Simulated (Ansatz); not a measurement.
The cluster Sr₃O₃⁻. Charge -1, multiplicity 2. Geometry PBE0-D4/def2-SVP, that of the neutral singlet; atoms count from 1.

```csv
atom,x (Å),y (Å),z (Å)
Sr1,0.924,-0.735,-2.108
Sr2,0.563,1.228,0.625
Sr3,-2.010,-0.946,0.951
O4,-0.770,0.236,2.179
O5,-0.829,-0.227,-0.811
O6,2.121,0.444,-0.836
```

In the def2 sets Sr takes a core potential; there is no spin–orbit coupling. The highest occupied level of the charge -1 doublet lies above zero (up to 0.44 eV). By energy differences its removal costs 0.45 eV (vertical, to the charge 0 singlet, at PBE0-D4/def2-TZVPD); a positive level beside a positive removal energy at the same level points to self-interaction error. The structure comes from a short search, and lower isomers may exist.

Estimate the Mulliken populations from the PBE0/def2-TZVPD orbitals of Ansatz.


```
atom  charge (e)  spin (α − β)
 Sr1        1.47          0.20
 Sr2        1.19          0.62
 Sr3        1.47          0.20
  O4       -1.68          0.00
  O5       -1.77          0.00
  O6       -1.68          0.00
```
Mulliken values and Mayer orders depend strongly on the basis. With diffuse functions, as here, like atoms can get unlike values, and bond orders can come out too low or too high.

Where does the spin sit?

Summed by element: Sr 1.01, O -0.01, of 1 unpaired in all. Largest on single atoms: Sr2 0.62, Sr1 0.20, Sr3 0.20.
